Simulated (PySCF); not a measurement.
## AlHg⁺: from constants to spectrum

RHF-CCSD(T) constants of AlHg⁺, ¹Σ⁺ (singlet), closed shell (Al def2-SVPD, Hg def2-SVPD with ECP60; scalar-relativistic core potentials (PySCF 2.14); masses 26.9815 and 201.9706 u):

- ωe: 123.3 cm⁻¹
- ωexe: 1.29 cm⁻¹
- Be: 0.078731 cm⁻¹
- αe: 0.000909 cm⁻¹
- D (centrifugal): 1.28e-07 cm⁻¹
- De to Al⁺ + Hg: 0.435 eV

**Question.** Estimate the standard entropy (1 bar) and heat capacity of the ideal gas at 1500 K, rigid rotor with B0 and harmonic oscillator at the fundamental.

**Answer.** Translation (Sackur–Tetrode, M = 228.95 u): 210.2 J/(mol K). Rotation: q = kT/(σB0) = 13300 with σ = 1, 87.3. Vibration: x = hcν0/kT = 0.116, 26.24. S° = 323.7 J/(mol K); Cp = 7R/2 + 8.31 = 37.4 J/(mol K).

Correlated steps freeze 5 core orbitals. Correlated levels converge slowly with the basis: in double zeta they bind strong bonds too weakly, by up to about 1 eV, and carry superposition errors of some tenths. Spin–orbit coupling is left out. For an ion De counts to the pair picked by the measured ionisation energies or electron affinities, which need not be the lowest pair at this level.
